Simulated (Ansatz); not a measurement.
Basis-set extrapolation for CH6ClFSi2, SMILES `FC([SiH3])([SiH3])Cl` (PBE0-D4/def2-TZVP geometry, frozen core, Ansatz 0.2.0). Multiplicity 1, RHF reference.

```json
{"": "HF", "def2-TZVPP": "-1178.229054", "def2-QZVPP": "-1178.265989"}
{"": "MP2 correlation", "def2-TZVPP": "-0.861025", "def2-QZVPP": "-0.934944"}
{"": "CCSD(T) correlation", "def2-TZVPP": "-0.958060", "def2-QZVPP": "not run"}
```

Energies in hartree. Use E(X) = E(∞) + A·exp(−7.88·√X) for Hartree–Fock and E(X) = E(∞) + B·X^(−2.97) for correlation, with X = 3 and 4, and add CCSD(T) minus MP2 of the smaller set to the MP2 limit.

Q: What is the CCSD(T) energy at the basis-set limit?

A: HF limit: -1178.265989 + (-0.036935) × 0.13774 = -1178.27108. MP2 limit: -0.934944 + (-0.073919) × 0.74074 = -0.98970. Higher-order term: -0.958060 − (-0.861025) = -0.09703. Total: -1179.35781 hartree, 448.2 kJ/mol below CCSD(T)/def2-TZVPP.
